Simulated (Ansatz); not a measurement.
Geometry optimisation of Si12⁻.

```yaml
crystal:
  periodic: [false, false, false]
  atoms:
    - {symbol: Si, position_ang: [1.155860, 0.191070, 2.838010]}
    - {symbol: Si, position_ang: [1.141070, 1.867550, -1.809560]}
    - {symbol: Si, position_ang: [-0.274980, 3.785200, 1.106550]}
    - {symbol: Si, position_ang: [0.647490, -2.913740, 0.040990]}
    - {symbol: Si, position_ang: [0.575170, 2.307250, 2.503500]}
    - {symbol: Si, position_ang: [1.195910, -1.805710, 1.923160]}
    - {symbol: Si, position_ang: [-2.115570, -0.958990, -0.628520]}
    - {symbol: Si, position_ang: [-2.621200, 1.109920, -0.179590]}
    - {symbol: Si, position_ang: [-1.459370, -3.029330, -0.991070]}
    - {symbol: Si, position_ang: [1.195300, -0.289470, -2.094950]}
    - {symbol: Si, position_ang: [-0.678930, 2.224750, -0.512970]}
    - {symbol: Si, position_ang: [1.239240, -2.488490, -2.195550]}
basis:
  gaussian: {orbitals: def2-SVP}
total_charge: -1
magnetization: {spin_polarized: true, initial_magnetization: 1}
hamiltonian: {xc: pbe0, dispersion: d4}
scf: {lower_state_search: "off"}
output: {orbitals: {seedname: orbitals}}
relax: {f_tol: 0.03, max_steps: 70}
```

```sh
$ ansatz run in.yaml --threads 4 --pin off --events-out ev --progress --plain --max-ram 6963MiB
```

Output, abridged:

```
Functional definition: PBE0
mean field -94455.22324550 eV, -3471.1654302222 hartree, gradient 1.9e-6 eV, S^2 1.739712; 0 other end points of the search recorded, 0 dependent functions left out
relax step   1: F+E_penalty+E_count = -94456.64757727 eV  Δ(F+E_penalty+E_count) = +0.000e0 eV  max|allowed force component| = 1.152e0 eV/Å  Δτ_max = 0.0000 Å  (84 SCF iters, accepted)
mean field -94456.18292051 eV, -3471.2006976284 hartree, gradient 2.6e-6 eV, S^2 1.801284; 0 other end points of the search recorded, 0 dependent functions left out
relax step   2: F+E_penalty+E_count = -94457.63584684 eV  Δ(F+E_penalty+E_count) = -9.883e-1 eV  max|allowed force component| = 8.174e-1 eV/Å  Δτ_max = 0.1949 Å  (48 SCF iters, accepted)
mean field -94456.82859694 eV, -3471.2244257994 hartree, gradient 4.3e-6 eV, S^2 1.803529; 0 other end points of the search recorded, 0 dependent functions left out
relax step   3: F+E_penalty+E_count = -94458.26692172 eV  Δ(F+E_penalty+E_count) = -6.311e-1 eV  max|allowed force component| = 4.114e-1 eV/Å  Δτ_max = 0.1951 Å  (52 SCF iters, accepted)
mean field -94457.34470632 eV, -3471.2433924694 hartree, gradient 4.5e-6 eV, S^2 1.131271; 0 other end points of the search recorded, 0 dependent functions left out
relax step   4: F+E_penalty+E_count = -94458.75750858 eV  Δ(F+E_penalty+E_count) = -4.906e-1 eV  max|allowed force component| = 1.315e0 eV/Å  Δτ_max = 0.1905 Å  (119 SCF iters, accepted)
mean field -94457.98200034 eV, -3471.2668125927 hartree, gradient 2.6e-6 eV, S^2 0.985692; 0 other end points of the search recorded, 0 dependent functions left out
relax step   5: F+E_penalty+E_count = -94459.37851319 eV  Δ(F+E_penalty+E_count) = -6.210e-1 eV  max|allowed force component| = 1.228e0 eV/Å  Δτ_max = 0.1950 Å  (61 SCF iters, accepted)
mean field -94458.47911125 eV, -3471.2850810817 hartree, gradient 1.9e-6 eV, S^2 0.798825; 0 other end points of the search recorded, 0 dependent functions left out
relax step   6: F+E_penalty+E_count = -94459.88078136 eV  Δ(F+E_penalty+E_count) = -5.023e-1 eV  max|allowed force component| = 9.370e-1 eV/Å  Δτ_max = 0.1950 Å  (48 SCF iters, accepted)
mean field -94458.98028744 eV, -3471.3034989670 hartree, gradient 2.2e-6 eV, S^2 0.784170; 0 other end points of the search recorded, 0 dependent functions left out
relax step   7: F+E_penalty+E_count = -94460.38707180 eV  Δ(F+E_penalty+E_count) = -5.063e-1 eV  max|allowed force component| = 7.296e-1 eV/Å  Δτ_max = 0.1902 Å  (44 SCF iters, accepted)
mean field -94459.49427052 eV, -3471.3223874967 hartree, gradient 2.3e-6 eV, S^2 0.777714; 0 other end points of the search recorded, 0 dependent functions left out
relax step   8: F+E_penalty+E_count = -94460.91927360 eV  Δ(F+E_penalty+E_count) = -5.322e-1 eV  max|allowed force component| = 9.588e-1 eV/Å  Δτ_max = 0.1946 Å  (42 SCF iters, accepted)
mean field -94460.16236027 eV, -3471.3469393421 hartree, gradient 2.0e-6 eV, S^2 0.764221; 0 other end points of the search recorded, 0 dependent functions left out
relax step   9: F+E_penalty+E_count = -94461.60776769 eV  Δ(F+E_penalty+E_count) = -6.885e-1 eV  max|allowed force component| = 1.478e0 eV/Å  Δτ_max = 0.1953 Å  (39 SCF iters, accepted)
mean field -94460.95031449 eV, -3471.3758961257 hartree, gradient 3.9e-6 eV, S^2 0.762808; 0 other end points of the search recorded, 0 dependent functions left out
relax step  10: F+E_penalty+E_count = -94462.41023729 eV  Δ(F+E_penalty+E_count) = -8.025e-1 eV  max|allowed force component| = 1.504e0 eV/Å  Δτ_max = 0.1949 Å  (33 SCF iters, accepted)
mean field -94461.47640899 eV, -3471.3952297419 hartree, gradient 2.9e-6 eV, S^2 0.770379; 0 other end points of the search recorded, 0 dependent functions left out
relax step  11: F+E_penalty+E_count = -94462.92321218 eV  Δ(F+E_penalty+E_count) = -5.130e-1 eV  max|allowed force component| = 9.670e-1 eV/Å  Δτ_max = 0.1948 Å  (37 SCF iters, accepted)
mean field -94461.80684123 eV, -3471.4073729029 hartree, gradient 2.3e-6 eV, S^2 0.771303; 0 other end points of the search recorded, 0 dependent functions left out
relax step  12: F+E_penalty+E_count = -94463.22373403 eV  Δ(F+E_penalty+E_count) = -3.005e-1 eV  max|allowed force component| = 3.600e-1 eV/Å  Δτ_max = 0.1981 Å  (35 SCF iters, accepted)
mean field -94462.02716170 eV, -3471.4154695309 hartree, gradient 2.6e-6 eV, S^2 0.767961; 0 other end points of the search recorded, 0 dependent functions left out
relax step  13: F+E_penalty+E_count = -94463.43678283 eV  Δ(F+E_penalty+E_count) = -2.130e-1 eV  max|allowed force component| = 5.599e-1 eV/Å  Δτ_max = 0.1965 Å  (39 SCF iters, accepted)
mean field -94462.21167861 eV, -3471.4222504023 hartree, gradient 6.8e-6 eV, S^2 0.764895; 0 other end points of the search recorded, 0 dependent functions left out
relax step  14: F+E_penalty+E_count = -94463.66001958 eV  Δ(F+E_penalty+E_count) = -2.232e-1 eV  max|allowed force component| = 4.713e-1 eV/Å  Δτ_max = 0.1949 Å  (32 SCF iters, accepted)
mean field -94462.30976849 eV, -3471.4258551386 hartree, gradient 2.3e-6 eV, S^2 0.766256; 0 other end points of the search recorded, 0 dependent functions left out
relax step  15: F+E_penalty+E_count = -94463.75880328 eV  Δ(F+E_penalty+E_count) = -9.878e-2 eV  max|allowed force component| = 2.669e-1 eV/Å  Δτ_max = 0.1948 Å  (35 SCF iters, accepted)
mean field -94462.32514761 eV, -3471.4264203112 hartree, gradient 2.6e-6 eV, S^2 0.766376; 0 other end points of the search recorded, 0 dependent functions left out
relax step  16: F+E_penalty+E_count = -94463.78092970 eV  Δ(F+E_penalty+E_count) = -2.213e-2 eV  max|allowed force component| = 2.802e-1 eV/Å  Δτ_max = 0.1999 Å  (34 SCF iters, accepted)
mean field -94462.36254963 eV, -3471.4277948099 hartree, gradient 2.4e-6 eV, S^2 0.765987; 0 other end points of the search recorded, 0 dependent functions left out
relax step  17: F+E_penalty+E_count = -94463.82395925 eV  Δ(F+E_penalty+E_count) = -4.303e-2 eV  max|allowed force component| = 1.673e-1 eV/Å  Δτ_max = 0.0837 Å  (30 SCF iters, accepted)
mean field -94462.37672435 eV, -3471.4283157213 hartree, gradient 7.0e-6 eV, S^2 0.766129; 0 other end points of the search recorded, 0 dependent functions left out
relax step  18: F+E_penalty+E_count = -94463.83756793 eV  Δ(F+E_penalty+E_count) = -1.361e-2 eV  max|allowed force component| = 1.883e-1 eV/Å  Δτ_max = 0.0669 Å  (29 SCF iters, accepted)
mean field -94462.39046688 eV, -3471.4288207498 hartree, gradient 2.0e-6 eV, S^2 0.765665; 0 other end points of the search recorded, 0 dependent functions left out
relax step  19: F+E_penalty+E_count = -94463.85364155 eV  Δ(F+E_penalty+E_count) = -1.607e-2 eV  max|allowed force component| = 1.086e-1 eV/Å  Δτ_max = 0.0631 Å  (31 SCF iters, accepted)
mean field -94462.39799423 eV, -3471.4290973750 hartree, gradient 3.0e-6 eV, S^2 0.765535; 0 other end points of the search recorded, 0 dependent functions left out
[...]
mean field -94462.71674269 eV, -3471.4408111648 hartree, gradient 2.4e-6 eV, S^2 0.762674; 0 other end points of the search recorded, 0 dependent functions left out
relax step  29: F+E_penalty+E_count = -94464.18483240 eV  Δ(F+E_penalty+E_count) = -2.218e-3 eV  max|allowed force component| = 2.922e-2 eV/Å  Δτ_max = 0.0127 Å  (29 SCF iters, accepted)
mean field -94462.72218143 eV, -3471.4410110349 hartree, gradient 2.4e-6 eV, S^2 0.762766; 0 other end points of the search recorded, 0 dependent functions left out
relax step  30: F+E_penalty+E_count = -94464.18689323 eV  Δ(F+E_penalty+E_count) = -2.061e-3 eV  max|allowed force component| = 2.781e-2 eV/Å  Δτ_max = 0.0322 Å  (29 SCF iters, accepted)
mean field -94462.72389510 eV, -3471.4410740110 hartree, gradient 2.3e-6 eV, S^2 0.762899; 0 other end points of the search recorded, 0 dependent functions left out
relax step  31: F+E_penalty+E_count = -94464.18801275 eV  Δ(F+E_penalty+E_count) = -1.120e-3 eV  max|allowed force component| = 3.008e-2 eV/Å  Δτ_max = 0.0368 Å  (29 SCF iters, accepted)
mean field -94462.72654623 eV, -3471.4411714382 hartree, gradient 2.2e-6 eV, S^2 0.763106; 0 other end points of the search recorded, 0 dependent functions left out
relax step  32: F+E_penalty+E_count = -94464.18892489 eV  Δ(F+E_penalty+E_count) = -9.121e-4 eV  max|allowed force component| = 3.650e-2 eV/Å  Δτ_max = 0.0360 Å  (30 SCF iters, accepted)
mean field -94462.72849401 eV, -3471.4412430180 hartree, gradient 1.7e-6 eV, S^2 0.763396; 0 other end points of the search recorded, 0 dependent functions left out
relax step  33: F+E_penalty+E_count = -94464.18990860 eV  Δ(F+E_penalty+E_count) = -9.837e-4 eV  max|allowed force component| = 2.560e-2 eV/Å  Δτ_max = 0.0392 Å  (30 SCF iters, accepted)
mean field -94462.73235173 eV, -3471.4413847865 hartree, gradient 2.9e-6 eV, S^2 0.763782; 0 other end points of the search recorded, 0 dependent functions left out
relax step  34: F+E_penalty+E_count = -94464.19170467 eV  Δ(F+E_penalty+E_count) = -1.796e-3 eV  max|allowed force component| = 3.921e-2 eV/Å  Δτ_max = 0.0495 Å  (29 SCF iters, accepted)
mean field -94462.73788443 eV, -3471.4415881093 hartree, gradient 2.5e-6 eV, S^2 0.764283; 0 other end points of the search recorded, 0 dependent functions left out
relax step  35: F+E_penalty+E_count = -94464.19642281 eV  Δ(F+E_penalty+E_count) = -4.718e-3 eV  max|allowed force component| = 8.384e-2 eV/Å  Δτ_max = 0.1074 Å  (33 SCF iters, accepted)
mean field -94462.72355354 eV, -3471.4410614589 hartree, gradient 2.7e-6 eV, S^2 0.763791; 0 other end points of the search recorded, 0 dependent functions left out
relax step  36: F+E_penalty+E_count = -94464.21452476 eV  Δ(F+E_penalty+E_count) = -1.810e-2 eV  max|allowed force component| = 1.658e-1 eV/Å  Δτ_max = 0.1481 Å  (33 SCF iters, accepted)
mean field -94462.65702498 eV, -3471.4386165794 hartree, gradient 2.1e-6 eV, S^2 0.761509; 0 other end points of the search recorded, 0 dependent functions left out
relax step  37: F+E_penalty+E_count = -94464.12509370 eV  Δ(F+E_penalty+E_count) = +8.943e-2 eV  max|allowed force component| = 6.030e-1 eV/Å  Δτ_max = 0.1953 Å  (32 SCF iters, rejected (line search))
mean field -94462.74852242 eV, -3471.4419790482 hartree, gradient 2.1e-6 eV, S^2 0.763902; 0 other end points of the search recorded, 0 dependent functions left out
relax step  38: F+E_penalty+E_count = -94464.21439950 eV  Δ(F+E_penalty+E_count) = +1.253e-4 eV  max|allowed force component| = 1.771e-1 eV/Å  Δτ_max = 0.0952 Å  (31 SCF iters, rejected (line search))
mean field -94462.74633046 eV, -3471.4418984953 hartree, gradient 3.0e-6 eV, S^2 0.763135; 0 other end points of the search recorded, 0 dependent functions left out
relax step  39: F+E_penalty+E_count = -94464.23132165 eV  Δ(F+E_penalty+E_count) = -1.680e-2 eV  max|allowed force component| = 7.420e-2 eV/Å  Δτ_max = 0.0471 Å  (27 SCF iters, accepted)
mean field -94462.76164976 eV, -3471.4424614692 hartree, gradient 2.3e-6 eV, S^2 0.762433; 0 other end points of the search recorded, 0 dependent functions left out
relax step  40: F+E_penalty+E_count = -94464.22939207 eV  Δ(F+E_penalty+E_count) = +1.930e-3 eV  max|allowed force component| = 1.759e-1 eV/Å  Δτ_max = 0.0649 Å  (27 SCF iters, rejected (line search))
mean field -94462.75517266 eV, -3471.4422234400 hartree, gradient 2.9e-6 eV, S^2 0.762729; 0 other end points of the search recorded, 0 dependent functions left out
relax step  41: F+E_penalty+E_count = -94464.23582671 eV  Δ(F+E_penalty+E_count) = -4.505e-3 eV  max|allowed force component| = 2.438e-2 eV/Å  Δτ_max = 0.0317 Å  (26 SCF iters, accepted)
Total energy: -94464.23586346 eV, -3471.4966378235 hartree
Atom 0 at     0.918201    -0.209351     3.303016 Å, force     0.000168    -0.002065    -0.000431 eV/Å
Atom 1 at     1.535485     2.076336    -1.171760 Å, force    -0.000058    -0.003262    -0.005919 eV/Å
Atom 2 at    -0.330137     3.018585     0.445629 Å, force    -0.004092     0.013192    -0.007516 eV/Å
Atom 3 at     1.600903    -2.592264    -0.526128 Å, force     0.013420    -0.010213     0.009904 eV/Å
Atom 4 at     0.281352     1.159101     1.693396 Å, force    -0.004186    -0.021341    -0.019349 eV/Å
Atom 5 at     0.527289    -1.247713     1.285931 Å, force     0.014969    -0.009186    -0.007049 eV/Å
Atom 6 at    -1.258208    -0.582760    -0.295406 Å, force     0.010318     0.010228    -0.009588 eV/Å
Atom 7 at    -2.414625     1.485095    -0.102690 Å, force     0.004235    -0.018383    -0.003590 eV/Å
Atom 8 at    -0.849826    -2.976885     0.143834 Å, force    -0.011743     0.014843     0.000384 eV/Å
Atom 9 at     1.052267    -0.233254    -0.916247 Å, force    -0.024377     0.010522     0.014139 eV/Å
Atom 10 at    -0.773883     2.029115    -1.732452 Å, force     0.003670     0.010259     0.014322 eV/Å
Atom 11 at    -0.288829    -1.925996    -2.127123 Å, force    -0.002324     0.005407     0.014692 eV/Å
Dipole moment:    -0.009839    -0.184157    -0.131663 e Å
Checks for a lower state left out: stability, starts, cluster_reference, orbital_swaps, neighbouring_geometries, increment
```

It took 33 min on 4 threads of Intel Xeon on a shared host, peak host memory 1.8 GiB.

The relaxation made no stability test and no search for a lower SCF solution. The structure comes from a short search, and lower isomers may exist.
